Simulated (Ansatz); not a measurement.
The cluster Na₆Au⁺. The state is a singlet with charge 1. Geometry PBE-D4/def2-SVP, basis def2-TZVP, Ansatz.

```xyz
7

Au    1.088    1.693   -0.575
Na    1.151    0.043   -2.978
Na    0.174    2.398    2.100
Na   -1.477    0.285   -0.431
Na   -0.632   -2.887   -1.895
Na    1.294   -0.953    0.707
Na   -1.598   -0.578    3.072
```

```tsv
run	HOMO (eV)	LUMO (eV)
A	-6.30	-5.24
B	-6.17	-4.97
C	-6.69	-4.69
D	-6.62	-4.55
E	-7.84	-3.53
F	-6.18	-5.15
```

In the def2 sets Au takes a core potential; there is no spin–orbit coupling. No other spin state of charge 1 was run. Another isomer (singlet) lies 0.05 eV lower at PBE0-D4/def2-TZVP; other spin states weren't run for this one.

Question: The runs used BLYP, PBE, PBE0, r2SCAN, r2SCAN0, ωB97M-V. Estimate which is which.

Answer: A PBE (0 % exact exchange); B r2SCAN (0 % exact exchange); C PBE0 (25 % exact exchange); D r2SCAN0 (25 % exact exchange); E ωB97M-V (range-separated); F BLYP (0 % exact exchange). Exact exchange lowers occupied and raises empty levels; among semilocal functionals meta-GGAs tend to open the gap a little, and such runs are hard to tell apart. The gap grows from 1.03 eV (BLYP) to 4.30 eV (ωB97M-V). The restricted singlet is unstable towards broken spin symmetry in Hartree–Fock (as tested in another run); at PBE-D4/def2-TZVP, r2SCAN-D4/def2-TZVP, PBE0-D4/def2-TZVP, r2SCAN0-D4/def2-TZVP and others this wasn't settled.
